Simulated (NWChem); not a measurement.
System: Si2NH7O; SMILES N[SiH2][SiH2]O

Output (shortened):

```
             Northwest Computational Chemistry Package (NWChem) 7.3.0
             --------------------------------------------------------

 C1  symmetry detected

                             Geometry "geometry" -> ""
                             -------------------------

 Output coordinates in angstroms (scale by  1.889725989 to convert to a.u.)

  No.       Tag          Charge          X              Y              Z
 ---- ---------------- ---------- -------------- -------------- --------------
    1 N                    7.0000    -0.44039004     2.42767085     0.01531471
    2 Si                  14.0000     0.59069114     1.01435887    -0.02103762
    3 Si                  14.0000    -0.55915093    -1.05029933    -0.00542808
    4 O                    8.0000     0.43790027    -2.40237845    -0.03927804
    5 H                    1.0000    -0.98337190     2.64060440    -0.81433133
    6 H                    1.0000    -0.99957683     2.59587147     0.84446328
    7 H                    1.0000     1.49007119     1.08826420     1.16862131
    8 H                    1.0000     1.43000846     1.11830337    -1.24796754
    9 H                    1.0000    -1.40897721    -1.17627552    -1.22053170
   10 H                    1.0000    -1.48188062    -1.07514954     1.17641191
   11 H                    1.0000     1.09169216    -2.46312019     0.67087521

 Effective nuclear repulsion energy (a.u.)     219.1341865827

 Summary of "cd basis" -> "" (spherical)
 ------------------------------------------------------------------------------
       Tag                 Description            Shells   Functions and Types
 ---------------- ------------------------------  ------  ---------------------
 *                  Ahlrichs Coulomb Fitting          on all atoms

                                 NWChem DFT Module
                                 -----------------

 Summary of "cd basis" -> "cd basis" (spherical)
 ------------------------------------------------------------------------------
       Tag                 Description            Shells   Functions and Types
 ---------------- ------------------------------  ------  ---------------------
 N                  Ahlrichs Coulomb Fitting        14       38   7s3p3d1f
 Si                 Ahlrichs Coulomb Fitting        12       40   5s3p2d1f1g
 O                  Ahlrichs Coulomb Fitting        14       38   7s3p3d1f
 H                  Ahlrichs Coulomb Fitting         6       14   3s2p1d

 Summary of "ao basis" -> "ao basis" (spherical)
 ------------------------------------------------------------------------------
       Tag                 Description            Shells   Functions and Types
 ---------------- ------------------------------  ------  ---------------------
 N                          def2-svp                 6       14   3s2p1d
 Si                         def2-svp                 8       18   4s3p1d
 O                          def2-svp                 6       14   3s2p1d
 H                          def2-svp                 3        5   2s1p

            General Information
            -------------------
          SCF calculation type: DFT
          Wavefunction type:  closed shell.
          No. of atoms     :    11
          No. of electrons :    50
           Alpha electrons :    25
            Beta electrons :    25
          Charge           :     0
          Spin multiplicity:     1
          Use of symmetry is: off; symmetry adaption is: off
          Maximum number of iterations: 150
          AO basis - number of functions:    99
                     number of shells:    49
          A Charge density fitting basis will be used.
          CD basis - number of functions:   254
                     number of shells:    94
          Convergence on energy requested:  1.00D-06
          Convergence on density requested:  1.00D-05
          Convergence on gradient requested:  5.00D-04

              XC Information
              --------------
                    Becke 1988 Exchange Functional  1.000
              Lee-Yang-Parr Correlation Functional  1.000

             Grid Information
             ----------------
          Grid used for XC integration:  medium
          Radial quadrature: Mura-Knowles
          Angular quadrature: Lebedev.
          Tag              B.-S. Rad. Rad. Pts. Rad. Cut. Ang. Pts.
          ---              ---------- --------- --------- ---------
          N                   0.65       49          12.0       434
          Si                  1.10       88          10.0       590
          O                   0.60       49          13.0       434
          H                   0.35       45          13.0       434
          Grid pruning is: on
          Number of quadrature shells:   589
          Spatial weights used:  Erf1

      Superposition of Atomic Density Guess
      -------------------------------------

 Sum of atomic energies:        -709.90737719

[...]

                         DFT ENERGY GRADIENTS

    atom               coordinates                        gradient
                 x          y          z           x          y          z
   1 N      -0.832217   4.587633   0.028941   -0.006017  -0.001700  -0.000145
   2 Si      1.116244   1.916860  -0.039755   -0.000937   0.000670  -0.000008
   3 Si     -1.056642  -1.984778  -0.010258    0.002436  -0.003440  -0.000103
   4 O       0.827512  -4.539837  -0.074225   -0.001544   0.007436   0.004805
   5 H      -1.858303   4.990019  -1.538863    0.005189  -0.002079   0.007080
   6 H      -1.888926   4.905486   1.595804    0.005336  -0.001654  -0.007097
   7 H       2.815826   2.056521   2.208374   -0.002864   0.000305  -0.003851
   8 H       2.702324   2.113287  -2.358317   -0.002747   0.000247   0.004054
   9 H      -2.662581  -2.222838  -2.306470    0.002739  -0.000049   0.003731
  10 H      -2.800348  -2.031738   2.223096    0.003131  -0.000314  -0.003729
  11 H       2.062999  -4.654622   1.267770   -0.004722   0.000578  -0.004736
```

Level: BLYP/def2-SVP, Coulomb fitting. Geometry: optimised at B3LYP/6-31G* (spherical d).

Task: Write an input that gives this output.

Result: Several could match; the one computed here: the input that was run:
```
start job
memory heap 200 mb stack 900 mb global 1100 mb
geometry units angstroms noautoz
  N     -0.472318     2.408564     0.024803
  Si     0.583869     1.014182    -0.020678
  Si    -0.528495    -1.070910    -0.005460
  O      0.492577    -2.404690    -0.048095
  H     -1.023128     2.614007    -0.801565
  H     -1.030354     2.564319     0.857152
  H      1.487620     1.100943     1.164793
  H      1.415124     1.136698    -1.251377
  H     -1.381888    -1.208768    -1.216768
  H     -1.444795    -1.115722     1.180786
  H      1.150847    -2.455632     0.658684
end
basis spherical
  N library def2-svp
  Si library def2-svp
  O library def2-svp
  H library def2-svp
end
basis "cd basis" spherical
  * library "Ahlrichs Coulomb Fitting"
end
dft
  xc becke88 lyp
  iterations 150
end
task dft gradient
```
